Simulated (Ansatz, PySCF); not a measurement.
Cu(F) anion (CuF), SMILES [F][Cu] (connectivity only; charge and spin as stated), charge -1, multiplicity 2. Atoms are numbered in the order given.

```xyz
2

Cu     0.0000     0.0000    -0.4397
F      0.0000     0.0000     1.4222
```
Charge -1, spin multiplicity 2.

Coordinates come from a PBE0-D3(BJ)/def2-TZVPD optimisation. The spin state was assumed, not searched.

Two levels are set side by side: PBE-D3(BJ)/def2-TZVPD (Ansatz, a first-principles code) and PBE0-D3(BJ)/def2-TZVPD (Ansatz). Each level has its own optimised geometry; the coordinates shown are those of the second. Frequencies come from the Hessian of PySCF at each geometry. Differences are taken from unrounded values.

```csv
quantity,PBE0-D3(BJ),PBE-D3(BJ),PBE-D3(BJ) minus PBE0-D3(BJ)
bond Cu1–F2 (Å),1.862,1.867,0.005
highest harmonic wavenumber (cm⁻¹),446,443,-3
mean harmonic wavenumber (cm⁻¹),446,443,-3
zero-point energy (kcal/mol),0.64,0.63,0.00
```

Here PBE gives about what the other level gives.
